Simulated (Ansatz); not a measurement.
# Which isomer of CH4AuNSi gives these data?

These gas-phase data were calculated for one isomer of CH4AuNSi at B3LYP-D3(BJ)/def2-SVP (harmonic, unscaled wavenumbers; equilibrium rotational constants with average atomic masses):

```
rotational constants            : 7.304, 1.373, 1.172 GHz
all wavenumbers above 1500 cm⁻¹ : 3060, 2951, 2238, 2233, 1778
```

Candidates:

(1) `C=[Si](N)[Au]`, a singlet
(2) `[H]/N=[Si](/C)[Au]`, a singlet
(3) `C=N[SiH2][Au]`, a singlet

Question: Which candidate do the data belong to?

Answer: Candidate (3). No mode falls between 3250 and 3800 cm⁻¹, where the N–H stretch of (1), (2) would stand.

The same quantities for all candidates:

|  | rotational constants (GHz) | wavenumbers above 1500 cm⁻¹ | E above the lowest, B3LYP-D3(BJ)/def2-SVP (kcal/mol) |
| --- | --- | --- | --- |
| (1) | 6.609, 1.464, 1.2 | 3695, 3585, 3252, 3142, 1517 | 7.5 |
| (2) | 6.571, 1.421, 1.177 | 3594, 3152, 3131, 3036 | 0.3 |
| (3) | 7.304, 1.373, 1.172 | 3060, 2951, 2238, 2233, 1778 | 0.0 |

Harmonic stretches to hydrogen usually lie a few per cent above observed fundamentals. Each candidate is one conformer. Atoms past krypton carry core potentials. Programs: Ansatz 0.2.0.
